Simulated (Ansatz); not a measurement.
Consider the ligand exchange at a B–N bond: `BNC(=N)F` + `[CH3][GeH]([NH2])[F]` → `B[NH][GeH]([CH3])[F]` + `N=C(N)F`.

Isolated molecules relaxed with PBE0-D4/def2-TZVP in Ansatz; ΔE leaves out vibrations. CBS: MP2 limit from def2 TZ/QZ plus the TZ coupled-cluster correction, frozen cores. Functionals use def2-TZVPP. HSE06 is defined as in plane-wave codes. For Ge outer-core shells are correlated without core-valence functions, which leaves a few kJ/mol of doubt a bond. Scalar relativity is left out up to krypton. One conformer a species, not always the lowest.

```json
{"level": "revPBE-D4", "ΔE (eV)": "-0.18"}
{"level": "r2SCAN0-D4", "ΔE (eV)": "-0.19"}
{"level": "HSE06-D4", "ΔE (eV)": "-0.19"}
{"level": "ωB97M-V", "ΔE (eV)": "-0.18"}
{"level": "PBE", "ΔE (eV)": "-0.19"}
{"level": "HSE06", "ΔE (eV)": "-0.19"}
{"level": "HF/def2-SVP", "ΔE (eV)": "-0.18"}
{"level": "CCSD(T)/def2-SVP", "ΔE (eV)": "-0.18"}
```

**Question.** What does CCSD(T)/CBS give? (Best estimate.)

**Answer.** The calculation gave: -0.16 eV. The listed levels differ from it by -0.02, -0.03, -0.03, -0.02, -0.03, -0.03, -0.02, -0.02 eV.

Largest T1 diagnostic among the species: 0.014.

Leaving LDA and LC-ωPBE aside and taking each functional with its dispersion term where it has one, the values, not all of them listed here, spread over 0.02 eV, from r2SCANh-D4 to ωB97X-V.
